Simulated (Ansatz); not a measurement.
A nudged elastic band was laid between two geometries of BrGaH4 (6 atoms, charge 0, multiplicity 1).

These are results of Ansatz, RKS PBE0/def2-TZVP, not measurements.

```
movable images  : 5
climbing image  : yes
spring          : 5.0 eV/Å²
optimiser       : quadratic models (default)
start path      : through a guess of the saddle point
force threshold : 0.05 eV/Å
iteration limit : 60
end points      : relaxed
```

Initial state:

```xyz
6
Properties=species:S:1:pos:R:3
Ga 0.000 0.206 -0.001
H -0.009 0.753 1.474
H 1.359 0.102 -0.778
H -1.359 0.025 -0.766
Br 0.080 -2.522 0.963
H 0.086 -2.107 2.324
```

Final state:

```xyz
6
Properties=species:S:1:pos:R:3
Ga 0.022 -0.609 -0.300
H 0.010 0.306 2.121
H 1.409 0.078 -0.462
H -1.403 0.001 -0.444
Br 0.086 -2.885 0.056
H 0.032 -0.434 2.245
```

What changes between the two ends?

Bonds broken: Ga1–H2, Br5–H6. Bonds formed: Ga1–Br5, H2–H6. BrGaH4 becomes BrGaH2 + H2.

What energy profile does the band end with?

The run converged. The highest image is number 2 of 0 to 6, 0.152 eV above the first end and 1.256 eV above the last; the last end lies 1.103 eV below the first. A vibrational analysis at the climbing image gives one clearly imaginary mode, 537i cm⁻¹: a first-order saddle point. The orbitals stay closed-shell, which can raise the energy where a bond breaks towards radicals; this wasn't checked here.

| image | path coordinate (Å) | energy (eV) | Ga1–H2 (Å) | Br5–H6 (Å) | Ga1–Br5 (Å) |
| --- | --- | --- | --- | --- | --- |
| 0 | 0.00 | 0.000 | 1.57 | 1.42 | 2.89 |
| 1 | 0.70 | 0.058 | 1.58 | 1.43 | 2.92 |
| 2 | 1.40 | 0.152 | 1.65 | 1.57 | 2.76 |
| 3 | 1.83 | -0.273 | 1.83 | 1.94 | 2.54 |
| 4 | 2.26 | -0.870 | 2.09 | 2.35 | 2.37 |
| 5 | 2.69 | -1.072 | 2.34 | 2.81 | 2.32 |
| 6 | 3.13 | -1.103 | 2.59 | 3.29 | 2.30 |

What is the geometry of the highest image?


```xyz
6
Properties=species:S:1:pos:R:3
Ga 0.008 -0.049 0.021
H 0.013 0.113 1.667
H 1.416 0.115 -0.612
H -1.415 0.038 -0.595
Br 0.085 -2.603 1.058
H 0.048 -1.158 1.677
```

What are the harmonic wavenumbers there?

537i, 173, 361, 592, 652, 788, 877, 967, 1348, 1775, 2024, 2043 cm⁻¹.

The run took 54 s on 4 threads of Arm Neoverse V2 (shared host), peak memory 0.27 GiB.
